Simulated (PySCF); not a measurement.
**`FC(F)C[C@H]1C[C@@H]1Cl`, C₅H₇ClF₂**

Molfile (atoms numbered from 1):
```
C5H7ClF2
     RDKit          3D

 15 15  0  0  0  0  0  0  0  0999 V2000
   -2.2676   -0.5921    1.3232 F   0  0  0  0  0  0  0  0  0  0  0  0
   -1.9766    0.0406    0.1614 C   0  0  0  0  0  0  0  0  0  0  0  0
   -3.0643   -0.1111   -0.6334 F   0  0  0  0  0  0  0  0  0  0  0  0
   -0.7447   -0.5691   -0.4934 C   0  0  0  0  0  0  0  0  0  0  0  0
    0.4911   -0.2978    0.3323 C   0  0  1  0  0  0  0  0  0  0  0  0
    1.8524   -0.3306   -0.3026 C   0  0  0  0  0  0  0  0  0  0  0  0
    1.2575    0.9731    0.1255 C   0  0  2  0  0  0  0  0  0  0  0  0
    1.9221    1.8045    1.5240 Cl  0  0  0  0  0  0  0  0  0  0  0  0
   -1.8685    1.1133    0.3836 H   0  0  0  0  0  0  0  0  0  0  0  0
   -0.6466   -0.1421   -1.4924 H   0  0  0  0  0  0  0  0  0  0  0  0
   -0.9079   -1.6457   -0.5872 H   0  0  0  0  0  0  0  0  0  0  0  0
    0.4212   -0.6605    1.3503 H   0  0  0  0  0  0  0  0  0  0  0  0
    2.6704   -0.7312    0.2747 H   0  0  0  0  0  0  0  0  0  0  0  0
    1.9257   -0.5221   -1.3625 H   0  0  0  0  0  0  0  0  0  0  0  0
    0.9314    1.6789   -0.6255 H   0  0  0  0  0  0  0  0  0  0  0  0
  1  2  1  0
  2  3  1  0
  2  4  1  0
  4  5  1  0
  5  6  1  0
  6  7  1  0
  7  8  1  0
  7  5  1  0
  2  9  1  0
  4 10  1  0
  4 11  1  0
  5 12  1  1
  6 13  1  0
  6 14  1  0
  7 15  1  6
M  END
```

Computed, not measured: PySCF, TDDFT B3LYP/def2-SVPD circular dichroism and optical rotation, one conformer, gas phase. Geometry: GFN2-xTB.

The molecule is flexible and this is one conformer; a measurement averages over conformers. States above about 7.8 eV (minus the energy of the highest occupied orbital) lie near or above the ionisation threshold and depend on the basis.

Stereocentres: C5 S, C7 S.

Task: What is the specific rotation at 633, 589.3, 546, 436, 405, 365, 355 nm?

Result: [α] in deg dm⁻¹ (g/mL)⁻¹:
```
λ (nm)  origin-invariant length gauge  modified velocity gauge  length gauge (centre of mass)  isotropic polarisability (au)
   633                           +5.3                    +10.9                           +1.2                           75.5
 589.3                           +6.3                    +12.8                           +1.5                           75.8
   546                           +7.5                    +15.1                           +1.8                           76.0
   436                          +12.8                    +25.1                           +3.4                           77.2
   405                          +15.4                    +29.8                           +4.1                           77.7
   365                          +20.0                    +38.0                           +5.5                           78.6
   355                          +21.4                    +40.6                           +5.9                           78.9
```

Task: And for the mirror image at 589.3 nm?

Result: -6.3 deg dm⁻¹ (g/mL)⁻¹ (origin-invariant length gauge): the same size and the opposite sign.

Task: What is the molar rotation [Φ] = [α]·M/100 of the geometry above at 589.3 nm?

Result: With M = 140.56 g/mol, +8.8 deg cm² dmol⁻¹ (origin-invariant length gauge).

The first excitation lies at 6.72 eV (185 nm) with R = +0.5 × 10⁻⁴⁰ esu² cm² (velocity form).
